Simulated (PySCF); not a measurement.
ethane (C$_{2}$H$_{6}$), singlet, at a GFN2-xTB geometry; PBE/cc-pVDZ, TDA (PySCF).

The PySCF input:
```python
from pyscf import gto, scf, dft, tdscf

mol = gto.M(
    atom='''
C    -0.00063425   -0.00460240    0.76069610
C     0.00063425    0.00460240   -0.76069610
H     0.00531742    1.01117798    1.14976058
H    -0.88580270   -0.51053241    1.13981086
H     0.87762477   -0.52140267    1.14121540
H    -0.00531742   -1.01117798   -1.14976058
H    -0.87762477    0.52140267   -1.14121540
H     0.88580270    0.51053241   -1.13981086
''',
    basis='cc-pvdz',
    verbose=4,
)

mf = dft.RKS(mol)
mf.xc = 'pbe'
mf.kernel()
td = mf.TDA()
td.nstates = 5
td.kernel()
td.analyze()
```

Output, abridged:

```
PySCF version 2.14.0

[INPUT] verbose = 4
[INPUT] num. atoms = 8
[INPUT] num. electrons = 18
[INPUT] charge = 0
[INPUT] spin (= nelec alpha-beta = 2S) = 0
[INPUT] symmetry False subgroup None
[INPUT] Mole.unit = angstrom
[INPUT] Symbol           X                Y                Z      unit          X                Y                Z       unit  Magmom
[INPUT]  1 C     -0.000634250000  -0.004602400000   0.760696100000 AA   -0.001198558795  -0.008697275516   1.437507293025 Bohr   0.0
[INPUT]  2 C      0.000634250000   0.004602400000  -0.760696100000 AA    0.001198558795   0.008697275516  -1.437507293025 Bohr   0.0
[INPUT]  3 H      0.005317420000   1.011177980000   1.149760580000 AA    0.010048467489   1.910849445391   2.172732605021 Bohr   0.0
[INPUT]  4 H     -0.885802700000  -0.510532410000   1.139810860000 AA   -1.673924503400  -0.964766432614   2.153930359205 Bohr   0.0
[INPUT]  5 H      0.877624770000  -0.521402670000   1.141215400000 AA    1.658470455434  -0.985308246917   2.156584555136 Bohr   0.0
[INPUT]  6 H     -0.005317420000  -1.011177980000  -1.149760580000 AA   -0.010048467489  -1.910849445391  -2.172732605021 Bohr   0.0
[INPUT]  7 H     -0.877624770000   0.521402670000  -1.141215400000 AA   -1.658470455434   0.985308246917  -2.156584555136 Bohr   0.0
[INPUT]  8 H      0.885802700000   0.510532410000  -1.139810860000 AA    1.673924503400   0.964766432614  -2.153930359205 Bohr   0.0

nuclear repulsion = 42.4439826416279
number of shells = 28
number of NR pGTOs = 94
number of NR cGTOs = 58
basis = cc-pvdz
ecp = {}

******** <class 'pyscf.dft.rks.RKS'> ********
method = RKS
initial guess = minao
damping factor = 0
level_shift factor = 0
DIIS = <class 'pyscf.scf.diis.CDIIS'>
diis_start_cycle = 1
diis_space = 8
diis_damp = 0
SCF conv_tol = 1e-09
SCF conv_tol_grad = None
SCF max_cycles = 50
direct_scf = True
direct_scf_tol = 1e-13
XC library pyscf.dft.libxc version 7.1.2
    S. Lehtola, C. Steigemann, M. J. T. Oliveira, and M. A. L. Marques,  SoftwareX 7, 1–5 (2018)
XC functionals = pbe
    J. P. Perdew, K. Burke, and M. Ernzerhof,  Phys. Rev. Lett. 77, 3865 (1996)
    J. P. Perdew, K. Burke, and M. Ernzerhof,  Phys. Rev. Lett. 78, 1396 (1997)
    J. P. Perdew, K. Burke, and M. Ernzerhof,  Phys. Rev. Lett. 77, 3865 (1996)
    J. P. Perdew, K. Burke, and M. Ernzerhof,  Phys. Rev. Lett. 78, 1396 (1997)
radial grids:
    Treutler-Ahlrichs [JCP 102, 346 (1995); DOI:10.1063/1.469408] (M4) radial grids

becke partition: Becke, JCP 88, 2547 (1988); DOI:10.1063/1.454033
pruning grids: <function nwchem_prune>
grids dens level: 3
symmetrized grids: False
atomic radii adjust function: <function treutler_atomic_radii_adjust>
small_rho_cutoff = 0
Set gradient conv threshold to 3.16228e-05
Initial guess from minao.
tot grids = 87088
init E= -79.5555347515449
  HOMO = -0.387145452894455  LUMO = 0.0075300314730895  gap/eV = 10.73967
cycle= 1 E= -79.6415933704603  delta_E= -0.0861  |g|= 0.436  |ddm|= 2.32
  HOMO = -0.208430242089874  LUMO = 0.0840282280173978  gap/eV = 7.95820
cycle= 2 E= -79.5720403862785  delta_E= 0.0696  |g|= 0.668  |ddm|= 1.04
  HOMO = -0.292986638991944  LUMO = 0.0500974789340369  gap/eV = 9.33579
cycle= 3 E= -79.6972417909153  delta_E= -0.125  |g|= 0.0213  |ddm|= 0.623
  HOMO = -0.294709688231033  LUMO = 0.0490376627419935  gap/eV = 9.35384
cycle= 4 E= -79.6973620373038  delta_E= -0.00012  |g|= 0.00371  |ddm|= 0.0194
  HOMO = -0.294807032125265  LUMO = 0.0489270398805872  gap/eV = 9.35348
cycle= 5 E= -79.6973657304909  delta_E= -3.69e-06  |g|= 0.000239  |ddm|= 0.00347
  HOMO = -0.294812630922947  LUMO = 0.0489153710172596  gap/eV = 9.35332
cycle= 6 E= -79.6973657448868  delta_E= -1.44e-08  |g|= 2.3e-05  |ddm|= 0.000195
  HOMO = -0.29482261693975  LUMO = 0.0489104060103478  gap/eV = 9.35345
cycle= 7 E= -79.6973657450798  delta_E= -1.93e-10  |g|= 4.99e-07  |ddm|= 3.4e-05
  HOMO = -0.294822378978798  LUMO = 0.0489105128325491  gap/eV = 9.35345
Extra cycle  E= -79.6973657450801  delta_E= -3.41e-13  |g|= 6.51e-07  |ddm|= 1.42e-06
converged SCF energy = -79.6973657450801

******** <class 'pyscf.tdscf.rks.TDA'> for <class 'pyscf.dft.rks.RKS'> ********
nstates = 5 singlet
deg_eia_thresh = 1.000e-03
wfnsym = None
conv_tol = 1e-05
eigh lindep = 1e-12
eigh level_shift = 0
eigh max_cycle = 100

Excitation energies (eV)
[ 9.47813428  9.47816108 10.27408071 10.80101865 10.80104263]

** Singlet excitation energies and oscillator strengths **
Excited State   1:      9.47813 eV    130.81 nm  f=0.0000
       9 -> 10       -0.70604
Excited State   2:      9.47816 eV    130.81 nm  f=0.0000
       8 -> 10        0.70604
Excited State   3:     10.27408 eV    120.68 nm  f=0.0000
       7 -> 10        0.69742
Excited State   4:     10.80102 eV    114.79 nm  f=0.0483
       8 -> 13        0.14171
       9 -> 11        0.67138
       9 -> 12       -0.14174
Excited State   5:     10.80104 eV    114.79 nm  f=0.0483
       8 -> 11       -0.67138
       8 -> 12       -0.14174
       9 -> 13       -0.14171

** Transition electric dipole moments (AU) **
state          X           Y           Z        Dip. S.      Osc.
  1         0.0000     -0.0000      0.0000      0.0000      0.0000
  2         0.0000     -0.0000      0.0000      0.0000      0.0000
  3        -0.0000      0.0000     -0.0000      0.0000      0.0000
  4        -0.0164     -0.4268     -0.0026      0.1824      0.0483
  5         0.4267     -0.0164      0.0003      0.1824      0.0483

** Transition velocity dipole moments (imaginary part, AU) **
state          X           Y           Z        Dip. S.      Osc.
  1         0.0000     -0.0000      0.0000      0.0000      0.0000
  2         0.0000     -0.0000      0.0000      0.0000      0.0000
  3        -0.0000      0.0000     -0.0000      0.0000      0.0000
  4        -0.0077     -0.2005     -0.0012      0.0403      0.0676
  5         0.2005     -0.0077      0.0001      0.0403      0.0676

** Transition magnetic dipole moments (imaginary part, AU) **
state          X           Y           Z
  1         1.1739     -0.0342      0.0008
  2         0.0342      1.1739      0.0071
  3         0.0000      0.0000      0.0000
  4        -0.0000     -0.0000      0.0000
  5        -0.0000     -0.0000      0.0000
```
